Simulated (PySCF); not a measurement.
**Germanium: a sound run and one with changed settings**

Sound run: Ge⁺ [Ar] 3d10 4s2 4p1, Ge²⁺ [Ar] 3d10 4s2. All numbers are calculated (PySCF 2.14, scalar relativity by spin-free X2C-1e, in cc-pVTZ-DK (6s5p3d1f, 43 functions)). In the sound run the correlated levels freeze [Ar] 3d10. The sound run starts from symmetry-adapted Hartree-Fock orbitals and uses a fine grid where one is needed.

Changed run: initial guess 1e, at most 50 SCF cycles.

| species | method | sound run (hartree) | changed run (hartree) | converged |
| --- | --- | --- | --- | --- |
| Ge⁺ | UHF | -2096.77952 | -2096.77952 | yes |
| Ge⁺ | PBE | -2098.14418 | -2098.14418 | yes |
| Ge⁺ | CCSD(T) | -2096.83101 | -2096.83101 | yes |
| Ge²⁺ | B3LYP | -2097.90320 | -2097.90320 | yes |
| Ge²⁺ | MP2 | -2096.24766 | -2096.24766 | yes |

Here the plain start reaches the same solutions.
